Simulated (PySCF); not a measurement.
Cost of excited-state runs on SMILES Cn1c(Br)ccc1B(F)F, C₅H₅BBrF₂N

Mapped SMILES: `[CH3:1][n:2]1[c:3]([Br:4])[cH:5][cH:6][c:7]1[B:8]([F:9])[F:10]`. Each H is labelled by its parent atom.

PySCF with density fitting, on 1 thread of an AMD EPYC 7R43 64-Core, shared host. Command: `OMP_NUM_THREADS=1 python excited_run.py task.json out`

Task: How long does each of these runs take, and how much memory?
- first hyperpolarisability, CAM-B3LYP/aug-cc-pVDZ; usual settings
- excited states, CAM-B3LYP/aug-cc-pVDZ; Tamm-Dancoff; spin-orbit couplings; 6 states; 5 triplets; quadratic response for 4 states
- excited states, CAM-B3LYP/aug-cc-pVDZ; two-photon moments; 8 states; quadratic response for 6 states; 0 triplets

Result: 
| run | level | basis functions | wall time | peak memory (GiB) |
| --- | --- | --- | --- | --- |
| first hyperpolarisability | CAM-B3LYP/aug-cc-pVDZ | 288 | 80 s | 1.3 |
| excited states | CAM-B3LYP/aug-cc-pVDZ | 288 | 90 s | 1.3 |
| excited states | CAM-B3LYP/aug-cc-pVDZ | 288 | 110 s | 1.3 |

Times from a shared host are rough.
